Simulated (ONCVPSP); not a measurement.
antimony: one change to an ONCV potential, before and after

| Quantity | Value |
| --- | --- |
| Element | Sb (Z = 51) |
| Generator | ONCVPSP 4.0.1 |
| Type | optimised norm-conserving Vanderbilt (ONCV) |
| Functional | PBEsol |
| Relativity | fully relativistic |
| Frozen core | [Ar] 3d10 |
| Valence charge | 23 |
| Reference configuration | 4s2 4p6 4d10 5s2 5p3 |
| Partial waves | 4s+5s: rc 1.40 bohr, ncon 4, nbas 8, qcut 6.8 1/bohr, 2 projectors; 4p+5p: rc 1.60 bohr, ncon 4, nbas 7, qcut 6.6 1/bohr, 2 projectors; 4d: rc 1.60 bohr, ncon 3, nbas 8, qcut 9.3 1/bohr, 1 projector |
| Local potential | polynomial inside 0.90 bohr (lpopt 3, dvloc0 0 Ha) |
| Core correction | Teter function fitted to the true core (icmod 2), fcfact 0.2 |

Open shells are filled in proportion to 2j + 1.

Change: all radii but the core radius scaled by about 0.79 (s 1.10, p 1.26, d 1.26 bohr); local potential polynomial inside 0.70 bohr (lpopt 3, dvloc0 0 Ha).

Cutoffs: the cutoffs (Ha) at which the residual kinetic energy of the hardest occupied pseudo-wave falls to 1 and 0.1 mHa per electron; they do not see the model core or the augmentation charge, which bear on the density cutoff. Errors are all-electron minus pseudo energies relative to the spin-unpolarised reference configuration.

Task: Predict the effect on cutoff, ghosts and configuration errors.

Result: The potential gets harder (33 Ha and 69 Ha → 134 Ha and 158 Ha); the bound ghost in p disappears; the number of tests with a reliable result goes from 4 to 2. A smaller radius makes the pseudo-wave follow the all-electron one further in, where it bends more sharply, so more plane waves are needed.

| quantity | base | changed |
| --- | --- | --- |
| cutoff, loose | 33 Ha | 134 Ha |
| cutoff, tight | 69 Ha | 158 Ha |
| loose cutoff by channel | s 22 Ha, p 24 Ha, d 33 Ha | s 134 Ha, p 34 Ha, d 39 Ha |
| bound ghosts | p1/2 | none |
| GHOST(+) flags under 300 eV | s at 211.1 eV | s at 182.2 eV |
| tests with a reliable result | 4 of 4 | 2 of 4 |
| error for 4s2 4p6 4d10 5s2 5p2, meV [ΔE 8.36 eV] | +0.3 | +0.5 |
| error for 4s1 4p6 4d10 5s2 5p3, meV [ΔE 157.17 eV] | -754 | -210 |
| rms error of d²Exc/dni dnj with the model core, mHa | 3.96 | 4.20 |

 A true bound ghost makes a file unfit for plane-wave use even where its test errors are small: the radial tests pick states by their node count and pass the ghost by.
